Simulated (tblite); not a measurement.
Compound: C6H7FO (charge -1 and doublet state).
Geometry (GFN2-xTB, Å), atoms numbered from 1 in this order:
```xyz
15
C6H7FO angstrom
C     -2.4765    0.4348    0.1503
C     -1.3265   -0.5673    0.1815
F     -1.8371   -1.7455   -0.4847
C     -0.0856   -0.0754   -0.4380
C      1.1427   -0.2293    0.1234
C      2.3651    0.2323   -0.3896
C      3.5453    0.0579    0.2810
O      4.7375    0.3522    0.0901
H     -3.3810    0.0015    0.5767
H     -2.6789    0.7259   -0.8785
H     -2.1981    1.3184    0.7193
H     -1.1454   -0.9229    1.2041
H     -0.1904    0.4175   -1.3955
H      1.1926   -0.7406    1.0828
H      2.3317    0.7486   -1.3619
```

Computed with GFN2-xTB (tblite): harmonic, unscaled wavenumbers at the GFN2-xTB geometry, gas phase. This tight-binding method is rough: wavenumbers can miss measured ones by several per cent, in bad cases by 10 to 20. One conformer, not necessarily the lowest. Open shells enter through the occupations alone, without spin polarisation, and single modes of such species can be off by tens of per cent.

Harmonic wavenumbers (cm⁻¹): 51.7, 110.2, 130.0, 172.3, 195.6, 285.4, 292.6, 322.9, 411.1, 443.6, 487.0, 556.3, 650.6, 683.4, 712.8, 924.7, 974.2, 1027.1, 1070.0, 1132.7, 1184.6, 1203.6, 1249.7, 1271.6, 1282.4, 1292.9, 1384.5, 1403.6, 1487.0, 1497.2, 1617.3, 1741.4, 2740.5, 2893.6, 2977.5, 2999.6, 3028.2, 3035.9, 3047.9.

A = 7600, B = 656.8, C = 628.5 MHz; mass 114.048 u (most abundant isotopes); point group C1, symmetry number 1; spin multiplicity 2.

Problem. Zero-point energy?

Solution. Half the sum of the wavenumbers: 23987 cm⁻¹ = 68.58 kcal/mol.

Problem. What is S at 500 K and 1 bar for an ideal gas of classical rigid rotors and harmonic oscillators?

Solution. Translation 42.70, rotation 30.56, vibration 41.13, spin (R ln 2) 1.38: S = 115.8 cal/(mol K).

Problem. And Cp and H(500 K) − H(0)?

Solution. Cp = 47.26 cal/(mol K), of which vibrations give 39.31 (their classical limit is 39 R = 77.5); H(500 K) − H(0) = 14.55 kcal/mol without the zero-point energy, 10.57 from vibrations.

Problem. What must be added to the electronic energy to get the Gibbs energy at 500 K and 1 bar?

Solution. ZPE + [H(500 K) − H(0)] − T·S = 68.58 + 14.55 − 57.89 = 25.24 kcal/mol.

Problem. How do the functions run with temperature in this model?

Solution. 
```csv
T (K),S (cal/(mol K)),Cp (cal/(mol K)),H − H(0) (kcal/mol),G − H(0) (kcal/mol),ln q(vib)
100,68.4,17.3,1.20,-5.64,1.24
200,83.2,26.1,3.39,-13.25,3.43
300,95.2,33.8,6.38,-22.18,5.69
800,141.1,60.5,30.89,-82.01,16.15
1000,155.3,66.1,43.58,-111.69,19.87
```

q(vib) and H(0) count from the zero-point level.

Problem. Blend soft modes into free rotors: weight 1/[1 + (100 cm⁻¹/ν̃)⁴] for the oscillator and the rest for a rotor with moment μB/(μ + B), μ = h/(8π²ν), B = 10⁻⁴⁴ kg m². What vibrational entropy results?

Solution. 38.79 cal/(mol K) in place of 41.13, which changes −T·S at 500 K by +1.17 kcal/mol.

Problem. Which modes carry the vibrational entropy at 500 K?

Solution. 51.7 cm⁻¹: 5.78; 110.2 cm⁻¹: 4.28; 130.0 cm⁻¹: 3.95; 172.3 cm⁻¹: 3.40; 195.6 cm⁻¹: 3.16; 285.4 cm⁻¹: 2.43 cal/(mol K); the other 33 give 18.14 together.

Hindered rotation and anharmonicity are outside this model. Other conformers, if any are populated, would add a mixing term that is left out. The structure is chiral; the term R ln 2 for an equal mix with its mirror image is left out.
